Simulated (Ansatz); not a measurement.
The pair A = CHN (SMILES C#N) (first 3 atoms), B = H2 (SMILES [H][H]); geometry from B3LYP-D3(BJ)/def2-TZVP.
(charge 0, multiplicity 1):
```xyz
5

C      0.170     0.568    -0.697
N      0.099     0.346     0.425
H      0.236     0.775    -1.741
H     -0.061    -0.160     3.187
H     -0.103    -0.292     3.919
```

Correlated levels freeze the cores. MP2 and its Hartree–Fock in aug-cc-pVQZ are density fitted.

Programs: Ansatz (an electronic-structure program) with Gaussian orbitals. 

The counterpoise-corrected interaction energy is E(AB) − E(A in the pair's basis) − E(B in the pair's basis). Total energies (hartree):

```tsv
level	AB	A in the pair's basis	B in the pair's basis
HF/aug-cc-pVTZ	-94.0432832	-92.9101239	-1.1329874
MP2/aug-cc-pVTZ	-94.4249538	-93.2590851	-1.1650168
HF/aug-cc-pVQZ	-94.0490601	-92.9154607	-1.1334302
MP2/aug-cc-pVQZ	-94.4516133	-93.2840425	-1.1666947
CCSD(T)/aug-cc-pVTZ	-94.4544538	-93.2809747	-1.1726656
```

Task: Work out the counterpoise-corrected interaction energy at the basis-set limit: extrapolate the MP2 correlation part as X⁻³, take Hartree–Fock from the larger set, and add the CCSD(T) − MP2 difference of aug-cc-pVTZ.

Result: 
1. Differences (1 hartree = 627.509 kcal/mol): HF/aug-cc-pVTZ -0.108; MP2/aug-cc-pVTZ -0.535; HF/aug-cc-pVQZ -0.106; MP2/aug-cc-pVQZ -0.550; CCSD(T)/aug-cc-pVTZ -0.510.
2. Correlation parts, MP2 less HF: -0.427 in aug-cc-pVTZ (X = 3), -0.444 in aug-cc-pVQZ (X = 4).
3. Limit (4³·(-0.444) − 3³·(-0.427))/(4³ − 3³) = -0.456; with HF/aug-cc-pVQZ it gives -0.562.
4. CCSD(T) less MP2 in aug-cc-pVTZ: 0.024.
Result: -0.54 kcal/mol, against -0.53 at MP2/aug-cc-pVTZ. It is an estimate of this method's limit, not of the exact value.
